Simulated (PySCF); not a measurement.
## Zn (zinc, neutral) across methods

[Ar] 3d9 4s2 4p1, one real determinant (an excited configuration). Computed with PySCF 2.14 in def2-TZVPPD (6s6p4d2f1g, 67 functions), with no relativity, point nucleus.

| method | E (hartree) | mean ε 4s α (eV) | mean ε 4s β (eV) | mean ε 4p α (eV) | Σ⟨r²⟩ (bohr²) | ⟨S²⟩ |
| --- | --- | --- | --- | --- | --- | --- |
| wB97X | -1779.006 | -12.125 | -11.122 | -5.766 | 40.19 | 2.003 |
| BP86 | -1779.221 | -8.814 | -8.096 | -3.171 | 40.53 | 2.003 |
| PBE | -1778.692 | -8.677 | -7.905 | -3.103 | 40.78 | 2.003 |
| wB97M-V | -1778.877 | -11.984 | -10.974 | -5.512 | 40.92 | 2.003 |
| TPSS | -1778.975 | -8.744 | -7.797 | -3.174 | 40.33 | 2.004 |
| PBE0 | -1778.725 | -9.722 | -8.699 | -3.937 | 40.57 | 2.004 |
| r2SCAN | -1778.953 | -8.918 | -8.093 | -3.340 | 40.23 | 2.007 |
| UHF | -1777.46014 | -12.156 | -10.205 | -5.948 | 41.60 | 2.011 |
| LDA | -1776.052 | -8.897 | -8.188 | -3.079 | 40.53 | 2.001 |

⟨L²⟩ = 8.01 against 12 for a pure F term, so this real determinant mixes terms.
